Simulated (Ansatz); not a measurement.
The cluster B13, relaxed as a quartet with UKS PBE-D4/def2-SVP in Ansatz, starting from the PBE-D4/def2-SVP geometry of the neutral doublet. Force threshold 0.03 eV/Å.

At PBE-D4/def2-SVP a doublet of charge 0 lies 1.47 eV below the quartet, each at its own geometry. The structure comes from a short search, and lower isomers may exist.

Start:

```tsv
atom	x (Å)	y (Å)	z (Å)
B1	0.005	2.572	-0.481
B2	1.525	-1.204	-1.817
B3	1.556	0.310	-2.136
B4	0.644	-0.186	-0.820
B5	-0.911	2.400	0.762
B6	-0.088	-2.542	0.601
B7	0.748	-1.978	-0.624
B8	0.812	1.527	-1.365
B9	-0.269	-0.823	0.518
B10	-1.415	-0.363	1.942
B11	-1.386	1.166	1.618
B12	-0.233	0.973	0.137
B13	-0.988	-1.853	1.664
```

Q: Estimate the energy that the relaxation releases and the steps that it takes.

A: 0.12 eV, in 6 steps; 25 s on 4 threads of Arm Neoverse V1 on a shared host. No frequencies were taken in this run, so the end may be a saddle point.

Q: Does the start keep its bonding and symmetry?

A: By distances, no bond broke or formed. The bond that changes most is B7–B9, from 1.92 to 1.83 Å (atoms count from 1). Point group C2v at the start, C2v at the end, both within 0.05 Å.

Q: Predict the relaxed structure.

A: 
```xyz
13

B     0.000    2.578   -0.482
B     1.535   -1.221   -1.815
B     1.564    0.326   -2.142
B     0.636   -0.184   -0.813
B    -0.918    2.411    0.771
B    -0.095   -2.550    0.604
B     0.732   -1.913   -0.617
B     0.794    1.472   -1.333
B    -0.260   -0.855    0.505
B    -1.397   -0.377    1.932
B    -1.369    1.175    1.603
B    -0.226    0.995    0.113
B    -0.996   -1.858    1.675
```
Bond lengths: 25 × B–B 1.56 to 1.89 Å.
